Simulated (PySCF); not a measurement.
# Spinor energies of Os⁴⁺ (osmium, charge +4)

Start: [Xe] 4f14 5d4; 5d3/2 filled at m_j = -3/2, -1/2, +1/2, +3/2. Calculated with PySCF 2.14 in x2c-QZVPPall-2c (16s16p12d7f2g, 191 functions): generalised Hartree-Fock with the X2C-1e Hamiltonian and a Gaussian nucleus; one run each with spin-orbit coupling (SO) switched off, then screened by Boettger's factors.

| spinor shell | electrons | ε, spin-free (eV) | ε, screened SO (eV) | weight of nominal j (screened SO) | rms radius, screened SO (bohr) |
| --- | --- | --- | --- | --- | --- |
| 1s1/2 | 2 | -74326.4 | -74301.5 | 1.000 | 0.0201 |
| 2s1/2 | 2 | -13129.4 | -13121.4 | 1.000 | 0.0809 |
| 2p1/2 | 2 | -11445.0 | -12542.9 | 1.000 | 0.0687 |
| 2p3/2 | 4 | -11445.0 | -11005.5 | 1.000 | 0.0763 |
| 3s1/2 | 2 | -3155.9 | -3153.2 | 1.000 | 0.207 |
| 3p1/2 | 2 | -2652.9 | -2894.9 | 1.000 | 0.198 |
| 3p3/2 | 4 | -2652.9 | -2554.1 | 1.000 | 0.214 |
| 3d3/2 | 4 | -2083.8 | -2126.7 | 1.000 | 0.188 |
| 3d5/2 | 6 | -2083.8 | -2053.0 | 1.000 | 0.192 |
| 4s1/2 | 2 | -736.69 | -735.71 | 1.000 | 0.459 |
| 4p1/2 | 2 | -568.81 | -626.24 | 1.000 | 0.466 |
| 4p3/2 | 4 | -568.81 | -544.98 | 1.000 | 0.499 |
| 4d3/2 | 4 | -356.02 | -365.04 | 0.999 | 0.519 |
| 4d5/2 | 6 | -356.02 | -349.08 | 0.999 | 0.531 |
| 5s1/2 | 2 | -153.34 | -153.00 | 1.000 | 1.07 |
| 4f5/2 | 6 | -117.47 | -118.80 | 0.969 | 0.624 |
| 5p1/2 | 2 | -106.68 | -118.47 | 0.881 | 1.15 |
| 5p3/2 | 4 | -106.68 | -101.36 | 0.971 | 1.25 |
| 5d3/2 | 4 | -56.286 | -56.276 | 0.708 | 1.62 |

Where does 4f7/2 lie, and what is the 4f spin-orbit splitting (screened SO)?

At -115.52 eV, 3.284 eV above 4f5/2.

| quantity | spin-free | screened SO |
| --- | --- | --- |
| E (hartree) | -17237.92391 | -17260.75687 |
| M_J | 0 | 0 |
| ⟨J²⟩ | 4.007 | 2.393 |
| ⟨L²⟩ | 6.004 | 5.390 |
| ⟨S²⟩ | 6.003 | 5.383 |

The determinant has a definite M_J but mixes levels of different J.

Each row is a mean over spinors that exchange with the open shell spreads, by up to 5.110 eV (5p3/2).

Rows whose weight is well below 1 are mixtures of j = l ± 1/2: exchange outweighs spin-orbit coupling there, and the label is only the starting occupation.

Breit and QED terms are absent; they matter most for the inner s and p1/2 levels.

Densities and radii are taken from the X2C orbitals without a picture-change correction, which distorts them close to the nucleus.

Without spin-orbit coupling the j labels of p, d and f shells carry no meaning; the spin-free column gives the mean over the occupied spinors of each nl shell, and its ⟨J²⟩ belongs to a mixture of degenerate components.
